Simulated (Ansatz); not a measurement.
Reaction (atomization): `CS[SiH2]BCl` → B• + C• + Cl• + 6 H• + S• + Si•

Isolated molecules relaxed with PBE0-D4/def2-TZVP in Ansatz; ΔE leaves out vibrations. CCSD(T)/CBS is the MP2 limit (def2-TZVPP, def2-QZVPP) plus CCSD(T) − MP2 in def2-TZVPP, frozen cores. This one scheme is used for every species, atoms too. Open shells (•) are unrestricted, without spin–orbit coupling. Spin–orbit coupling would lower the free atoms: a little for B, C, Cl, S, Si. One conformer a species, not always the lowest.

```tsv
species	HF/def2-TZVPP energy (Eh)
`CS[SiH2]BCl`	-1212.11142
B•	-24.53233
C•	-37.69248
Cl•	-459.47685
H•	-0.49981
S•	-397.50200
Si•	-288.85084
```

Task: Work out ΔE.

Result: ΔE = 6 × (-0.49981) + (-24.53233) + (-37.69248) + (-459.47685) + (-397.50200) + (-288.85084) − (-1212.11142) = 1.05806 Eh = +663.9 kcal/mol. CCSD(T)/CBS gives +878.7 kcal/mol.

Largest T1 diagnostic among the species: 0.014.

In def2-TZVPP, CCSD(T) changes the Hartree–Fock value by +191.7 kcal/mol (the triples alone add +12.5 kcal/mol) and MP2 by +201.9 kcal/mol; breaking electron pairs costs correlation energy, which Hartree–Fock lacks. The D4 term adds +11.3 kcal/mol with B3LYP and +6.0 kcal/mol with PBE0; it sums over pairs of atoms, weighted by their polarisabilities, and B3LYP, whose exchange is more repulsive, gets the larger term.

B3LYP here is the variant with VWN-RPA as its local correlation; programs differ in this.

For atomizations the MP2-based limit and the directly extrapolated one differ by several kJ/mol either way, and by 10 to 25 for some Ge, Se and Sn compounds, so smaller differences from it don't rank the levels.
